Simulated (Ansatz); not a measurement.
Mulliken charges of `[F][AlH][SeH]` from PBE/def2-TZVPP in Ansatz (PBE0-D4/def2-TZVP geometry).

| atom | x (Å) | y (Å) | z (Å) | charge (e) |
| --- | --- | --- | --- | --- |
| F1 | -1.155 | -0.648 | 1.724 | -0.308 |
| Al2 | -0.331 | -0.470 | 0.310 | 0.519 |
| Se3 | 0.630 | 1.592 | -0.043 | -0.177 |
| H4 | -0.244 | -1.675 | -0.694 | -0.103 |
| H5 | 1.149 | 1.127 | -1.338 | 0.069 |

Problem. By hand: the dipole of these point charges (1 e Å = 4.8032 D).

Solution. Σ q r = (0.177, -0.076, -0.383) e Å, of length 0.429 e Å = 2.06 D.

Problem. How does the dipole of the full density compare? (An estimate is asked.)

Solution. Computed: (0.143, -0.043, -0.297) e Å, 1.60 D; the point charges give 1.29 times that, at 3° from its direction.

Point charges leave out the atoms' own dipoles, such as those of lone pairs, and Mulliken's split depends on the basis, so the two needn't agree.
